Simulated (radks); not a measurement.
Neutral rhodium inside a hard spherical wall (all orbitals vanish at R), configuration held at [Kr] 4d8 5s1 and not refilled when levels cross. Calculated with a radial shooting solver on a logarithmic mesh with Libxc functionals: scalar-relativistic Kohn-Sham, LDA (Slater exchange, VWN5 correlation), spin-polarised, spherical densities, finite nucleus; open shells are filled with parallel spins first (spin-orbit coupling, left out, can overturn this in heavy ions); Fermi nuclear charge, rms radius 4.4945 fm. Eigenvalues in eV for spin up, with the zero of energy where the potential of the charges vanishes at infinity; a dash marks a level that is unbound or too diffuse for the functional's potential to be trusted. A positive occupied level is held by the wall or, in an anion where self-interaction has pushed it up, behind a barrier. The pressure on the wall is -dE/dV.

R (bohr)  E (hartree)  kinetic (hartree)    e(4s)    e(4p)   e(4d)   e(5s)  e(5p, empty)  e(6s, empty)  pressure (GPa)
free      -4779.46999           4948.295  -83.016  -51.027  -6.676  -4.987        -1.190        -0.007               0
20        -4779.46999           4948.295  -83.016  -51.027  -6.676  -4.987        -1.190         0.157        < 0.0001
15        -4779.46999           4948.295  -83.016  -51.027  -6.676  -4.986        -1.184         0.440        < 0.0001
12        -4779.46997           4948.295  -83.013  -51.025  -6.674  -4.984        -1.154         0.998        0.000398
10        -4779.46977           4948.298  -82.996  -51.008  -6.657  -4.968        -1.059         1.962         0.00625
7         -4779.46218           4948.352  -82.669  -50.682  -6.356  -4.613        -0.144         7.146           0.443
6         -4779.44410           4948.458  -82.154  -50.175  -5.892  -4.000         1.009        12.161            2.04
5         -4779.38007           4948.782  -80.866  -48.917  -4.740  -2.315         3.709        22.304            10.8
1.5       -4736.56715           5090.124   35.477   74.104  137.37  343.18        378.31        817.81          128000
